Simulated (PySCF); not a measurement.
# One molecule, several mistakes: BGeH4NO

Calculated results; nothing here was measured. The program is PySCF 2.14.0, an open-source quantum chemistry code, run on an isolated molecule that a program drew, which may never have been made. The molecule is BGeH4NO (charge 0, singlet), drawn as the SMILES string `NB[O][GeH]`.

Each row is a Hartree-Fock (HF) and frozen-core CCSD(T) single point in the cc-pVDZ basis, meant for a local HF minimum. Run 1 is clean. Each other run has one planted mistake out of seven kinds, and not every kind appears here: one electron removed, one electron added, multiplicity raised by two, geometry at a saddle point, minimal basis STO-3G, one bond length entered in bohr, all coordinates scaled. The reference is restricted for singlets and unrestricted otherwise, and also for a bond in bohr. Adding or removing an electron swaps singlet and doublet. Electrons count all cores. HOMO and LUMO are orbital energies over both spins, the gradient is its largest component, and the lowest frequency (negative if imaginary) is given only where the gradient is small. Bond lengths are over the 7 bonds as drawn. T1 is the CCSD diagnostic: over 0.02 (restricted) or 0.045 (unrestricted) a single reference is doubtful. Germanium has the cc-pVDZ-PP basis, with a core potential (ECP10MDF) in place of its 10 inner electrons, and its 3s, 3p and 3d shells are frozen in CCSD(T).

Geometry of the clean run:
```xyz
8
BGeH4NO, angstrom
N    -0.8195    2.5927    0.0336
B    -0.6375    1.2176   -0.1452
O    -0.2684    0.4383    0.9228
Ge    0.0575   -1.3115    1.1162
H    -1.0865    3.2055   -0.7057
H    -0.6898    3.0371    0.9189
H    -0.8091    0.7400   -1.2392
H    -0.2211   -1.7335   -0.3995
```

| run | electrons | basis functions | <S^2> | HOMO (eV) | LUMO (eV) | gradient (hartree/bohr) | lowest frequency (cm^-1) | mean bond (Å) | longest bond (Å) | T1 | HF (hartree) | CCSD(T) (hartree) | mistake |
|---|---|---|---|---|---|---|---|---|---|---|---|---|---|
| 1 | 56 | 85 | 0.000 | -9.29 | 0.85 | 1.0e-05 | 72 | 1.3373 | 1.790 | 0.0171 | -449.80275 | -450.37046 | no fault |
| 2 | 57 | 85 | 0.765 | -0.44 | 8.25 | 6.9e-02 | - | 1.3373 | 1.790 | 0.0165 | -449.79441 | -450.36681 | one electron added |
| 3 | 56 | 85 | 0.893 | -8.27 | 0.94 | 2.1e-02 | - | 1.5118 | 2.594 | 0.0671 | -449.63280 | -450.19427 | one bond length entered in bohr |
| 4 | 56 | 85 | 0.000 | -8.99 | 1.12 | 6.2e-02 | - | 1.2598 | 1.687 | 0.0147 | -449.77052 | -450.32583 | all coordinates scaled |
| 5 | 55 | 85 | 0.792 | -13.32 | -6.96 | 1.5e-01 | - | 1.3373 | 1.790 | 0.0363 | -449.48049 | -450.00815 | ? |

**Which mistake was planted in run 5, and what did it cost?**

It counts 55 electrons, one fewer than the clean run, at the same geometry and basis. So the mistake is: one electron removed. Subtracting run 1 and multiplying by 627.51 kcal/mol a hartree, the energy moved by 202.2 kcal/mol in HF and 227.4 kcal/mol in CCSD(T).

Cautions from the logs. Run 2: the added electron raises the CCSD(T) energy, so it isn't bound in this basis; run 3: T1 is over the limit, so its CCSD(T) energy is less reliable.
